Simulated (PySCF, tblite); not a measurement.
C7H13NSi.
Geometry (GFN2-xTB, Å), atoms numbered from 1 in this order:
```xyz
22
C7H13NSi angstrom
C     -0.011   -2.536   -1.933
C     -0.139   -1.665   -1.121
C     -0.264   -0.552   -0.179
C     -1.577   -0.706    0.594
N     -0.245    0.687   -0.930
Si    -1.276    2.050   -0.836
C      0.904   -0.646    0.811
C      2.225    0.007    0.544
C      1.324    0.548    1.612
H      0.090   -3.315   -2.628
H     -2.419   -0.672   -0.092
H     -1.589   -1.659    1.118
H     -1.672    0.098    1.318
H      0.455    0.665   -1.654
H     -1.279    2.629    0.516
H     -0.687    2.985   -1.792
H     -2.669    1.751   -1.195
H      0.932   -1.608    1.310
H      2.340    0.589   -0.357
H      3.123   -0.518    0.837
H      1.596    0.405    2.647
H      0.827    1.484    1.412
```

Method used: PBE0/pcSseg-1 in PySCF (dipole) on a GFN2-xTB geometry, gas phase.

Take the most abundant isotopes and a rigid rotor. The values belong to one conformer with, in the numbering `[CH:1]#[C:2][C@:3]([CH3:4])([NH:5][SiH3:6])[CH:7]1[CH2:8][CH2:9]1`, C2–C3–N5–Si6 132°, C2–C3–C7–C8 89°.

Q: Give the principal moments of inertia and the rotational constants in MHz.

A: Ia = 334.82, Ib = 411.46, Ic = 574.53 u·Å²; 505379 MHz·u·Å²/I gives A = 1509, B = 1228, C = 879.6 MHz.

Q: What kind of rotor is it?

A: An asymmetric top: κ = (2 × 1228 − 1509 − 879.6)/(1509 − 879.6) = 0.11.

Q: What does the inertial defect say?

A: Not planar: Δ = Ic − Ia − Ib = -171.75 u·Å². For a rigid frame Δ = −2 Σ m c², so Σ m c² = 85.87 u·Å² lies off the ab plane: 25.76 from hydrogen and 60.12 from heavier atoms. The atom farthest from that plane is 2.39 Å away.

Q: Where do the levels up to J = 2 lie, in MHz?

A: Above 0(0,0):
J = 1: 1(0,1) 2108, 1(1,1) 2389, 1(1,0) 2738
J = 2: 2(0,2) 6142, 2(1,2) 6256, 2(1,1) 7302, 2(2,1) 8146, 2(2,0) 8327

Q: Which types of transition are allowed, and where do some lines up to J = 4 fall?

A: The dipole components are |μa| = 0.54 D, |μb| = 0.16 D, |μc| = 0.03 D. The squared components, which scale the intensities, stand as 1.00 : 0.09 : 0.00 (a : b : c). Some lines, for components of 0.1 D or more:

```
type  branch         J(Ka,Kc)   MHz  lower level (cm⁻¹)
   a       Q  4(3,1) ← 4(3,2)   394               0.851
   b       Q  2(2,0) ← 2(1,1)  1025               0.244
   b       Q  2(2,1) ← 2(1,2)  1889               0.209
   b       Q  4(3,2) ← 4(2,3)  2763               0.759
   a       R  2(1,1) ← 1(1,0)  4564               0.091
   a       R  3(0,3) ← 2(0,2)  5788               0.205
   b       R  3(1,2) ← 2(2,1)  5838               0.272
   b       R  2(2,0) ← 1(1,1)  5938               0.080
   b       R  4(2,2) ← 3(3,1)  7515               0.562
   a       R  4(1,3) ← 3(1,2)  8566               0.466
   a       R  4(3,2) ← 3(3,1)  8671               0.562
```

Its GFN2-xTB frequencies are all real (lowest 43 cm⁻¹). These are rigid-rotor constants of the computed structure; measured ground-state constants (B0) also hold zero-point vibration. A rigid rotor knows nothing of internal rotation, which can split or shift real lines. Quadrupole hyperfine structure (14N) is left out.

The run took 69 s wall (grids of density and orbitals included) on an Arm Neoverse V1 with one thread, shared host with 32 logical CPUs at a one-minute load of 26, and the process peaked at 1.1 GiB of memory. This is the PBE0/pcSseg-1 job that gave the dipole, with the shieldings it also computed.
